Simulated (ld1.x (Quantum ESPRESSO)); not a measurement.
## Scattering properties, PAW potential for boron (B)

| Quantity | Value |
| --- | --- |
| Element | boron (B) |
| Generator | ld1.x (Quantum ESPRESSO) 7.5 |
| Type | PAW |
| Functional | LDA (PZ) |
| Relativity | scalar-relativistic |
| Frozen core | [He] |
| Valence charge | 3 |
| Reference configuration | 2s1.5 2p1.5 |
| Partial waves | 2s (bound): rcut 1.15, rcutus 1.55 bohr; 2s channel at 0.05 Ry: rcut 1.15, rcutus 1.55 bohr; 2p (bound): rcut 2.90, rcutus 3.05 bohr; 2p channel at 1.2 Ry: rcut 2.90, rcutus 3.05 bohr |
| Local potential | all-electron potential smoothed inside 1.60 bohr (lloc = -2) |
| Core correction | a·sin(br)/r model core, default radius (core density twice the valence density) |
| Augmentation charge | PSQ, inside the norm-conserving radii |

The phase is arctan(r·u′/u) with u = r·R(r), unwrapped; energies in Ry, scanned from -3 to 5 Ry. A pole is an energy at which the radial function vanishes at the test radius. The pseudo phase is shifted by a multiple of π to meet the all-electron one at the reference energy, and phase errors are pseudo minus all-electron; the curves can meet again beyond the range given. Levels narrower than the energy grid can be missing from the lists of poles.

| channel | radius (bohr) | reference energy (Ry) | poles, all-electron | poles, pseudo | unbroken range about the reference energy with phases within 0.05 rad | phase error 1 Ry above the reference energy (rad) |
| --- | --- | --- | --- | --- | --- | --- |
| s | 3.31 | -0.71 | -0.51, 2.90 | -0.51, 2.89 | the whole range | -0.000 |
| p | 3.31 | -0.29 | -0.04, 2.82 | -0.04, 2.62 | below 2.9 | -0.004 |

Phases in the p channel:

```csv
E (Ry),all-electron,pseudo
-3.00,1.390,1.389
-2.52,1.371,1.371
-2.04,1.346,1.345
-1.56,1.306,1.304
-1.08,1.227,1.225
-0.60,0.923,0.920
-0.12,-1.466,-1.467
0.36,-1.819,-1.822
0.84,-2.198,-2.202
1.32,-3.740,-3.741
1.80,-4.444,-4.455
2.28,-4.617,-4.637
2.76,-4.704,-4.741
3.24,-4.769,-4.853
3.72,-4.838,-5.120
4.20,-4.951,-6.902
4.68,-5.291,-7.588
```
